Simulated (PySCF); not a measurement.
Gas-phase equilibrium of 1 mol N2O, 0.48 mol N2 at 2000 K and 1.00 bar, among 8 species (O2, N2, O, NO, O3, N, N2O, NO2). Only gases are allowed; each row takes one source of thermochemistry for all species, and Cantera finds the minimum.

Energies from PySCF (xtb for GFN2), thermal terms from the rigid-rotor harmonic-oscillator model, ideal gas at 1 bar. The comparison is the NASA 1993 polynomial table, which mixes measured and estimated data. † marks an energy on the PBE0/def2-TZVP geometry and frequencies; other levels use their own. MP2 freezes the core. Open shells (unrestricted) among the columns below: O2 (multiplicity 3), O (multiplicity 3, electronic degeneracy 9), NO (multiplicity 2, electronic degeneracy 4), N (multiplicity 4), NO2 (multiplicity 2); the rest are closed-shell singlets. GFN2 has no spin-polarisation term. Spin-orbit splitting is ignored; it lowers the true energy and changes the entropy of O, NO. MP2 isn't extrapolated to the basis-set limit. The harmonic model lacks anharmonicity and excited electronic states, which grow with temperature; levels with a mode under 35 cm⁻¹ are left out.

Molecules larger than those listed are left out. Table species left out: NO3.

With table thermochemistry: N2 0.74, N2O 4.4e-7, O 0.00033, O2 0.25, NO 0.0081, N 7.8e-10, NO2 1.5e-5.

**Question.** How far does the composition move with the other sources (BLYP/def2-TZVP†, GFN2-xTB, HF/def2-TZVP†, MP2/def2-TZVPP†, PBE/def2-TZVP†, PBE0/def2-TZVP)?

**Answer.** 
| thermochemistry | x N2 | x N2O | x O | x O2 | x NO | x N | x NO2 |
|---|---|---|---|---|---|---|---|
| table | 0.74 | 4.4e-7 | 0.00033 | 0.25 | 0.0081 | 7.8e-10 | 1.5e-5 |
| BLYP/def2-TZVP† | 0.74 | 2.1e-6 | 5.9e-5 | 0.25 | 0.0094 | 2.0e-10 | 6.3e-5 |
| GFN2-xTB | 0.32 | 0.68 | <1e-12 | 1.0e-9 | 3.6e-5 | <1e-12 | 3.9e-5 |
| HF/def2-TZVP† | 0.60 | 6.3e-12 | 0.40 | 0.00011 | 0.00019 | 0.0011 | 3.8e-12 |
| MP2/def2-TZVPP† | 0.75 | 1.5e-6 | 0.00020 | 0.25 | 0.0041 | 7.9e-10 | 2.5e-5 |
| PBE/def2-TZVP† | 0.74 | 1.1e-5 | 2.0e-5 | 0.25 | 0.0092 | 1.3e-10 | 0.00025 |
| PBE0/def2-TZVP | 0.74 | 1.8e-6 | 0.00022 | 0.25 | 0.0090 | 1.2e-9 | 3.9e-5 |
The most sensitive of these is O: it spans a factor of 10^11.6 over these rows; at this temperature one factor of ten is RT ln 10 = 38 kJ/mol.
